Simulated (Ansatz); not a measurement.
Relaxation of the cluster LaCu4 with UKS r2SCAN-D4/def2-SVP.

```sh
$ ansatz run in.yaml --threads 4 --pin off --events-out ev --progress --plain --max-ram 4787MiB
```

```yaml
crystal:
  periodic: [false, false, false]
  atoms:
    - {symbol: La, position_ang: [-0.545778, -1.661485, 0.386066]}
    - {symbol: Cu, position_ang: [1.401589, 0.271357, -0.088261]}
    - {symbol: Cu, position_ang: [0.096367, 0.609012, 1.840761]}
    - {symbol: Cu, position_ang: [0.024024, -0.242447, -1.925941]}
    - {symbol: Cu, position_ang: [-0.976202, 1.023572, -0.212626]}
basis:
  gaussian: {orbitals: def2-SVP}
magnetization: {spin_polarized: true, initial_magnetization: 3}
hamiltonian: {xc: r2scan, dispersion: d4}
scf: {lower_state_search: "off"}
output: {orbitals: {seedname: orbitals}}
relax: {f_tol: 0.02, max_steps: 100}
```

It took 80 s on 4 threads of Arm Neoverse V1 on a shared host.

Positions (Å) and forces (eV/Å) at steps 1, 2, 3, 4, 5 of 5:

```xyz
5
step=1 energy=-179397.5677 eV
La   -0.546   -1.661    0.386   -0.234   -0.713    0.166
Cu    1.402    0.271   -0.088   -0.290    0.301   -0.063
Cu    0.096    0.609    1.841    0.061    0.236    0.268
Cu    0.024   -0.242   -1.926    0.049    0.097   -0.346
Cu   -0.976    1.024   -0.213    0.415    0.078   -0.026
5
step=2 energy=-179397.6215 eV
La   -0.582   -1.772    0.412    0.140    0.425   -0.099
Cu    1.376    0.307   -0.096   -0.429    0.010    0.006
Cu    0.107    0.646    1.864   -0.034   -0.113   -0.038
Cu    0.033   -0.219   -1.963   -0.031   -0.085    0.084
Cu   -0.934    1.038   -0.217    0.354   -0.237    0.047
5
step=3 energy=-179397.6521 eV
La   -0.566   -1.724    0.401   -0.022   -0.067    0.016
Cu    1.329    0.331   -0.100    0.136   -0.001   -0.002
Cu    0.097    0.618    1.888    0.000    0.015    0.085
Cu    0.022   -0.255   -1.972   -0.003   -0.024   -0.083
Cu   -0.882    1.031   -0.216   -0.111    0.077   -0.015
5
step=4 energy=-179397.6535 eV
La   -0.566   -1.724    0.401   -0.002   -0.007    0.002
Cu    1.337    0.331   -0.101   -0.021    0.001    0.000
Cu    0.096    0.618    1.898    0.002    0.001   -0.035
Cu    0.022   -0.259   -1.981    0.004    0.016    0.031
Cu   -0.888    1.035   -0.217    0.018   -0.011    0.002
5
step=5 energy=-179397.6537 eV
La   -0.567   -1.727    0.401    0.001    0.002    0.000
Cu    1.337    0.330   -0.100    0.000    0.000    0.000
Cu    0.097    0.619    1.893    0.000   -0.001    0.000
Cu    0.022   -0.256   -1.977    0.000   -0.001    0.000
Cu   -0.888    1.034   -0.217    0.000    0.000    0.000
```

In the def2 sets La takes a core potential; there is no spin–orbit coupling. At r2SCAN-D4/def2-SVP a doublet of charge 0 lies 0.39 eV below the quartet, each at its own geometry. The structure comes from a short search, and lower isomers may exist.
